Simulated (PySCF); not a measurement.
## Magnetisability: `CC[C@@H]1CC[P@@H]1=O`, C$_{5}$H$_{11}$OP

Geometry:
```
atom   x (Å)   y (Å)   z (Å)
  C1   2.260   0.570  -0.407
  C2   0.984  -0.135  -0.849
  C3   0.152  -0.542   0.359
  C4  -1.196  -1.212   0.004
  C5  -2.092   0.040   0.066
  P6  -0.786   0.919   1.026
  O7  -0.438   2.315   0.769
  H8   2.881  -0.097   0.189
  H9   2.006   1.440   0.194
 H10   2.835   0.900  -1.268
 H11   0.399   0.546  -1.473
 H12   1.229  -1.018  -1.446
 H13   0.764  -1.115   1.057
 H14  -1.196  -1.713  -0.964
 H15  -1.482  -1.934   0.766
 H16  -2.209   0.515  -0.910
 H17  -3.076  -0.100   0.507
 H18  -1.042   0.629   2.368
```

Computed, not measured: GIAO B97-2/pcSseg-1 magnetisability, rotational g tensor and spin-rotation constants, non-relativistic, gas phase in PySCF 2.14.0. Geometry: GFN2-xTB.

(1) How diamagnetic is it, and how anisotropic?

(2) Split it along the inertial axes a, b, c into diamagnetic and paramagnetic parts about the centre of mass, with the quadrupole moment.

(3) And the rotational g tensor?

Answers

(1) Isotropic -1248 × 10⁻³⁰ J/T², or -75.2 × 10⁻⁶ cm³/mol; principal values -1346, -1267, -1132 × 10⁻³⁰ J/T², anisotropy 188 × 10⁻³⁰ J/T² (root of half the summed squared differences of the principal values). The susceptibility is in cgs units.

(2) 
| axis | χ (10⁻⁶ cm³/mol) | diamagnetic (10⁻⁶ cm³/mol) | paramagnetic (10⁻⁶ cm³/mol) | summed x² of all electrons (Å²) | quadrupole Θ (D Å) |
| --- | --- | --- | --- | --- | --- |
| a | -76.0 | -530.4 | 454.4 | 140.1 | +5.62 |
| b | -80.0 | -723.2 | 643.2 | 94.7 | -9.59 |
| c | -69.6 | -995.9 | 926.4 | 30.4 | +3.98 |

Anisotropies 2χaa − χbb − χcc = -2.4 and 2χbb − χaa − χcc = -14.4 × 10⁻⁶ cm³/mol. Θ is traceless in Buckingham's convention.

(3) 
```
axis  rotational constant (GHz)        g  nuclear part  electronic part
   a                     2.9011  -0.0268        0.5925          -0.6193
   b                     2.0700  -0.0066        0.6189          -0.6255
   c                     1.3915  -0.0164        0.5891          -0.6056
```
Asymmetric top; isotopes 12C, 1H, 16O, 31P; no vibrational averaging.
